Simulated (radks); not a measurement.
Values are calculated unless marked as measured or tabulated.
Spin polarisation of the 6p1 shell in neutral thallium. Start: [Hg] 6p(up 0.5, down 0.5); electrons of 6p are moved from spin down to spin up, other shells keep equal spins. Code: a radial shooting solver on a logarithmic mesh with Libxc functionals. Model: scalar-relativistic Kohn-Sham, LDA (Slater exchange, Perdew-Wang correlation), spin-polarised, spherical densities, finite nucleus; Fermi nuclear charge, rms radius of each element as measured or else 0.836 A^(1/3) + 0.57 fm.

moment (Bohr magnetons)	E - E(0) (eV)	e(6p up) (eV)	e(6p down) (eV)	6s down minus up (eV)	5d down minus up (eV)	5p down minus up (eV)
0	0.000	-2.577	-2.577	0.000	0.000	0.000
0.25	-0.008	-2.635	-2.513	0.099	0.022	0.004
0.5	-0.030	-2.687	-2.442	0.198	0.043	0.008
0.75	-0.069	-2.733	-2.364	0.297	0.065	0.012
1	-0.123	-2.773	-2.277	0.398	0.087	0.016

At moment 1 the spin-polarisation energy is -0.123 eV and the 6p exchange splitting 0.497 eV, that is 0.497 eV per Bohr magneton; E = -I m^2/4 would give I = 0.491 eV.
